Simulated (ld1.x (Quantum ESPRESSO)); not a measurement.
Cs (Z = 55), PAW: configuration errors across variants

| Quantity | Value |
| --- | --- |
| Element | Cs (Z = 55) |
| Generator | ld1.x (Quantum ESPRESSO) 7.5 |
| Type | PAW |
| Functional | PBE |
| Relativity | fully relativistic |
| Frozen core | [Kr] 4d10 |
| Valence charge | 9 |
| Reference configuration | 5s2 5p6 5d0 6s1 6p0 |
| Partial waves | 5s (bound): rcut 2.60, rcutus 3.20 bohr; 6s (bound): rcut 2.60, rcutus 3.20 bohr; 5p (bound): rcut 2.75, rcutus 3.50 bohr; 6p (bound, empty): rcut 2.75, rcutus 3.50 bohr; 5d (bound, empty): rcut 4.10, rcutus 4.35 bohr; 5d channel at 5.25 Ry: rcut 4.10, rcutus 4.35 bohr |
| Local potential | all-electron potential smoothed inside 2.45 bohr (lloc = -1) |
| Core correction | Bessel-smoothed model core inside 1.55 bohr |
| Augmentation charge | BESSEL, radius 2.20 bohr |

Open shells are filled in proportion to 2j + 1 (rel_dist='average').

All-electron excitation energies from the reference (eV): (1) 5s2 5p6 5d0 6s0 6p0 3.863; (2) 5s2 5p6 5d0 6s0.5 6p0 1.470; (3) 5s2 5p6 5d0 6s0 6p1 1.368.

Tests that are not counted but printed errors over 1 eV. “waves 5p (bound): rcut 2.75, rcutus 3.10 bohr; 6p (bound): rcut 2.75, rcutus 3.10 bohr”: 5s1 5p6 5d0 6s1 6p0 (pseudo-atom not self-consistent, printed error -57.2 eV).

1 further variants failed, have other tests or another functional or relativity, and are left out.

Errors AE − PS in meV (a dash: test not solved or not reliable):

```tsv
change	(1)	(2)	(3)	bound ghosts
base	+0.3	0.0	+0.7	not determined
augmentation BESSEL, radius 2.40 bohr	+0.5	0.0	+0.9	not determined
core correction Bessel-smoothed model core inside 1.46 bohr	+0.4	0.0	+0.7	not determined
waves 5s (bound): rcut 2.22, rcutus 2.36 bohr; 6s (bound): rcut 2.22, rcutus 2.36 bohr	+0.2	0.0	+0.6	not determined
waves 5p (bound): rcut 2.75, rcutus 3.10 bohr; 6p (bound): rcut 2.75, rcutus 3.10 bohr	+0.3	0.0	+0.4	not determined
local potential all-electron potential smoothed inside 3.58 bohr (lloc = -1)	+12	+3.3	+24	not determined
local potential all-electron potential smoothed inside 3.95 bohr (lloc = -2)	+0.5	+0.1	+1.3	not determined
```

**Question.** Give the same row for: all radii but the core radius scaled by about 1.05 (s 3.36, p 3.68, d 4.58 bohr, rcut 2.74/2.88/4.30); local potential all-electron potential smoothed inside 2.58 bohr (lloc = -1); augmentation BESSEL, radius 2.32 bohr.

**Answer.** +0.4, 0.0, +1.4; bound ghosts: not determined.
